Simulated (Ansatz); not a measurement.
Computed with Ansatz on PBE0-D4/def2-TZVP structures; ΔE is electronic, products minus reactants. CCSD(T)/CBS adds triple-zeta CCSD(T) − MP2 to the extrapolated MP2 energy (def2 sets, frozen cores). This one scheme is used for every species. DFT in def2-TZVPP. Each species was taken in one conformer, which may not be the lowest.

`C[SiH2][B](C)[AlH2]` + H₂O → `[OH][AlH2]` + `CB[SiH2]C`  (formal hydrolysis of the Al–B bond)

**Question.** Is it downhill or uphill in electronic energy at CCSD(T)/CBS, and by how much? (Estimate.)

**Answer.** The calculation gave: Downhill: ΔE = -164.5 kJ/mol.

**Question.** What do these levels give: r2SCAN-D4, B2PLYP, PBE, r2SCAN, HF/def2-QZVPP, MP2/CBS(def2)? (An estimate is asked.)

**Answer.** Computed: r2SCAN-D4 -166.2, B2PLYP -177.8, PBE -152.8, r2SCAN -167.7, HF/def2-QZVPP -188.9, MP2/CBS(def2) -173.6 kJ/mol.

Largest T1 diagnostic among the species: 0.012.

In def2-TZVPP, CCSD(T) changes the Hartree–Fock value by +21.5 kJ/mol (the triples alone add +3.1 kJ/mol) and MP2 by +12.4 kJ/mol. From PBE to PBE0 (25 % exact exchange), in def2-TZVPP and without D4, ΔE moves by −3.6 kJ/mol. The D4 term adds +8.0 kJ/mol with B3LYP and +4.6 kJ/mol with PBE0; it sums over pairs of atoms, weighted by their polarisabilities, and B3LYP, whose exchange is more repulsive, gets the larger term.

B3LYP here is the variant with VWN-RPA as its local correlation; programs differ in this.
